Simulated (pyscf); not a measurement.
Ring closure: `[CH2][CH2][CH]=[CH2]` [doublet] → `[CH]1[CH2][CH2][CH2]1` [doublet]

Gas phase, doublet surface, charge 0. Bonds broken: none. Bonds formed: C1–C4. PySCF, gas phase, ωB97X-D3(BJ)/def2-SVP geometries.

Transition state (Å):

```xyz
11

C      0.0002    -0.7959    -0.6053
C     -0.1749     0.5793    -0.7695
C     -1.1577     0.9722     0.3053
C     -0.6673    -0.0909     1.2907
H      0.9189    -1.3082    -0.9252
H     -0.8734    -1.4563    -0.5434
H      0.5961     1.2457    -1.1656
H     -2.2134     0.8038     0.0242
H     -1.0726     2.0186     0.6466
H      0.2336     0.1666     1.8592
H     -1.3880    -0.7276     1.8233
```

One imaginary mode, 911i cm⁻¹; descent along it reached the two sides named.

```json
[
 {"bond": "C1–C4", "change": "forms", "reactant side (Å)": "3.6", "saddle": "2.130", "product side": "1.558"}
]
```

Electronic energies relative to the reactant's lowest minimum found (kJ/mol):

```json
[
 {"level": "ωB97X-D3(BJ)/def2-TZVP", "barrier": "142.9", "reaction energy": "+1.9", "reverse barrier": "141.0"},
 {"level": "PBE/def2-TZVP", "barrier": "122.2", "reaction energy": "+2.4", "reverse barrier": "119.9"},
 {"level": "r²SCAN/def2-TZVP", "barrier": "132.9", "reaction energy": "+9.6", "reverse barrier": "123.3"},
 {"level": "B3LYP-D3(BJ)/def2-TZVP", "barrier": "141.1", "reaction energy": "+21.3", "reverse barrier": "119.8"},
 {"level": "PBE0-D3(BJ)/def2-TZVP", "barrier": "134.1", "reaction energy": "-3.2", "reverse barrier": "137.3"},
 {"level": "M06-2X/def2-TZVP", "barrier": "150.5", "reaction energy": "+11.6", "reverse barrier": "138.9"},
 {"level": "ωB97M-D3(BJ)/def2-TZVP", "barrier": "145.0", "reaction energy": "+10.5", "reverse barrier": "134.5"},
 {"level": "HF/def2-TZVP", "barrier": "161.9", "reaction energy": "+31.9", "reverse barrier": "130.1"}
]
```

With ωB97M-D3(BJ)/def2-TZVP energies and thermal terms (ideal gas, 1 atm, RRHO with modes under 100 cm⁻¹ raised to 100, one conformer, R ln 2 for chiral ones without a mode under 150 cm⁻¹), in kJ/mol:

| T (K) | ΔH‡ | ΔG‡ | ΔH | ΔG |
|---|---|---|---|---|
| 298 | 141.4 | 147.6 | +14.1 | +21.0 |
| 600 | 138.3 | 155.2 | +11.3 | +29.3 |
| 900 | 136.0 | 164.1 | +10.3 | +38.5 |
| 1200 | 133.7 | 173.8 | +9.9 | +47.9 |

The same reactants have a lower exit, to cyclic C₄H₇ (SMILES [CH2]C1CC1) [doublet] (barrier +49.1 kJ/mol at ωB97M-D3(BJ)/def2-TZVP, against +145.0 kJ/mol here). •H₂C–CH₂–CH=CH₂ lies 75.6 kJ/mol over its isomer •H₂C–CH=CH–CH₃ (electronic energy, ωB97M-D3(BJ)/def2-TZVP). cyclic C₄H₇ (SMILES [CH]1CCC1) [doublet] lies 86.2 kJ/mol over its isomer •H₂C–CH=CH–CH₃ (electronic energy, ωB97M-D3(BJ)/def2-TZVP). One saddle was located; it need not be the lowest between these sides.
